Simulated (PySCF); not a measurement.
Si(Cl)3(OH) (Cl3HOSi), SMILES O[Si](Cl)(Cl)Cl. Atoms are numbered in the order given.

```xyz
6

O      0.1069    -1.9015     0.0000
Si     0.0159    -0.2699     0.0000
Cl    -0.9726     0.4182    -1.6513
Cl     1.9239     0.4218     0.0000
Cl    -0.9726     0.4182     1.6513
H     -0.7168    -2.4001     0.0000
```
Charge 0, spin multiplicity 1.

The structure is a stationary point at PBE0-D3(BJ)/def2-SVP. Other conformers were not sampled.

Computed with PySCF with B3LYP/def2-TZVP.

Symmetry labels are those of the subgroup Cs that the program uses (full group Cs).

### Question
List the valence orbital energies around the gap with their symmetry. (An estimate is asked for; the answer gives what the named calculation found.)

### Answer

```
orbital  symmetry  energy (eV)
-------  --------  -----------
HOMO−7         A'       -11.11
HOMO−6         A"       -10.34
HOMO−5         A'       -10.05
HOMO−4         A'        -9.95
HOMO−3         A"        -9.91
HOMO−2         A'        -9.32
HOMO−1         A"        -9.16
HOMO           A"        -9.04
LUMO           A'        -0.50
LUMO+1         A'         0.20
LUMO+2         A'         1.04
LUMO+3         A"         1.27
```
